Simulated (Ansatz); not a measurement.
InH₃. Total charge 0; singlet. Geometry relaxed at PBE0-D4/def2-TZVP.

```xyz
4

In    0.000    0.000    0.000
H     0.177    1.446   -0.923
H     1.047   -0.304    1.336
H    -1.224   -1.142   -0.413
```

In the def2 sets In takes a core potential; there is no spin–orbit coupling.

(1) Estimate the harmonic wavenumbers at RKS PBE0-D4/def2-TZVP (Ansatz, unscaled). Is this a minimum?

Results:

(1) 605, 605, 625, 1819, 1819, 1826 cm⁻¹. Yes, no mode is imaginary beyond noise. Zero-point energy 43.7 kJ/mol. Hardware: 4 threads of Arm Neoverse V2 on a shared host. Wall time 8.5 s.
